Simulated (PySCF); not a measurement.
**Relaxation of triplet [Ga3]+**

Level of theory: PySCF, UPBE0, basis Ga def2-TZVP (no relativity, density fitting). A (50,194) grid was used.

A hand-made obtuse triangle start, of C2v symmetry, held to at least that symmetry:

Coordinates in bohr (charge 1 multiplicity 3):
```
Ga    0.0000   -1.8746    0.0000
Ga    3.6555    0.9373    0.0000
Ga   -3.6555    0.9373    0.0000
```

Question: What forces act on the atoms at the start (eV/Å)?

Answer: 
```
atom     Fx     Fy    Fz
 Ga1   0.00  -1.24  0.00
 Ga2   0.48   0.62  0.00
 Ga3  -0.48   0.62  0.00
```

Question: What does it relax to?

Answer: It ends at D3h with Ga–Ga 2.756 Å (×3); Ga–Ga–Ga 60.0° (×3) (after a last refinement on a finer grid). A frequency run shows a minimum. Other isomers or separated fragments may lie lower.

Question: How much energy is released, and in how many steps?

Answer: 54.1 kJ/mol in 10 steps.

The relaxation took 120 s on 4 threads of a shared Arm Neoverse V1 host, with 144 basis functions and 11 gradients; the process peaked at 0.8 GiB.
